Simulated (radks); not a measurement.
Valence configurations of the niobium ion Nb2+ (all share [Kr]). Method: Dirac Kohn-Sham, PBE, spin-unpolarised, spherical densities, point nucleus; open shells fill j = l - 1/2 first; computed with a radial shooting solver on a logarithmic mesh with Libxc functionals. Energies are relative to 4d3; eigenvalues in eV.

valence          E (eV)  e(4d3/2)  e(5p1/2)  e(5s1/2)
4d3               0.000   -19.157         -         -
4d2.5 5s0.5       1.287   -20.502         -   -17.610
4d2 5s1           2.897   -21.899         -   -18.348
4d2.5 5p0.5       3.617   -20.958   -13.241         -
4d1 5s2           7.140   -24.800         -   -19.844
4d2 5p1           7.722   -22.793   -14.088         -
4d1 5s1.5 5p0.5   9.704   -25.237   -14.980   -20.121
4d1 5s1 5p1      12.280   -25.668   -15.230   -20.390
5s2 5p1          18.320         -   -16.333   -21.820

NIST lists [Kr] 4d3 as the ground configuration; this level of theory agrees among the configurations tried. The energies are those of spherical spin-averaged densities, not of single terms.
